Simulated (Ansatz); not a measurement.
Species: C₂H₇B, charge 0, singlet. C2H7B (dimethylborane, SMILES CBC).
B3LYP-D3(BJ)/def2-TZVP minimum from Ansatz (a quantum-chemistry and plane-wave program):
```
B
H 1 1.1996
C 1 1.5601 2 118.29
H 3 1.0920 1 114.93 2 -164.51
H 3 1.0926 4 109.67 1 -129.46
H 3 1.1014 4 106.78 5 -113.40
C 1 1.5601 2 118.29 3 180.00
H 7 1.0920 1 114.93 2 -164.51
H 7 1.0926 8 109.67 1 -129.46
H 7 1.1014 8 106.78 9 -113.40
```

Quantity: atomisation energy (electronic, to ground-state atoms), in kcal/mol. Radicals and triplets start from unrestricted determinants; spin-orbit coupling is neglected. CBS(X,Y): correlation extrapolated as X^-3, Hartree-Fock from the larger set. A bracket is a step between two methods taken in the basis named. The functionals are non-relativistic, so their misses hold any scalar relativity. Double hybrids freeze cores in their MP2 part. '+ core + X2C': CCSD(T) terms for core correlation (cc-pwCVTZ) and scalar relativity (cc-pVTZ-DK). For partners of very few electrons the exact lower level stands in for a higher one.

CCSD(T)/CBS(cc-pVTZ,cc-pVQZ) + [CCSDT(Q) - CCSD(T)]/cc-pVDZ + core + X2C (Ansatz) gives 896.6 kcal/mol.

**Question.** What does PBE/def2-TZVPD (Ansatz) give here, and how do the other levels compare?

**Answer.** PBE gives 903.0 kcal/mol, 6.4 kcal/mol above it. Differences of the others: r2SCAN/def2-TZVPD (Ansatz) 2.0; B3LYP/def2-TZVPD (Ansatz) -1.9; PBE0/def2-TZVPD (Ansatz) 0.8; wB97M-V/def2-TZVPD (Ansatz) 1.6; B2PLYP/def2-TZVPD (Ansatz) -9.7; CCSD(T)/CBS(cc-pVTZ,cc-pVQZ) + core + X2C (Ansatz) -0.3 kcal/mol. Nearer than PBE: r2SCAN/def2-TZVPD, B3LYP/def2-TZVPD, PBE0/def2-TZVPD, wB97M-V/def2-TZVPD, CCSD(T)/CBS(cc-pVTZ,cc-pVQZ) + core + X2C.
